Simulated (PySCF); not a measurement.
Sb²⁵⁺: ionisation energy

Sb²⁵⁺ [Ar] 3d8 (3F) → Sb²⁶⁺ [Ar] 3d7 (4F), as a difference of total energies. Calculation: PySCF 2.14, in an even-tempered Gaussian basis (19 s from 3.1 bohr⁻², ratio 2.5; 13 p from 4.1 bohr⁻², ratio 2.5; 8 d from 4.1 bohr⁻², ratio 2.5; 4 f from 19 bohr⁻², ratio 2.7; 3 g from 28 bohr⁻², ratio 2.7); scalar relativity by spin-free X2C-1e. Correlated levels: outer shells: [Ne] frozen; virtual orbitals above 40 to 60 times the deepest correlated orbital energy dropped. The calculations carry no spin-orbit coupling.

```csv
method,ionisation energy (eV)
UHF,1363.8
LDA,1365.3
PBE,1364.9
PBE0,1365.2
r2SCAN,1366.0
r2SCANh,1366.0
PW91,1365.4
MP2 (outer shells),1365.3
SCS-MP2 (outer shells),1365.3
```

A first-order spin-orbit estimate (lowest level to lowest level, LS coupling) adds -0.189 eV.

Breit and QED terms and the two-electron picture change are absent.

For comparison: 1360 ± 4 eV (theoretical estimate listed by NIST; NIST Atomic Spectra Database, ionization energies).
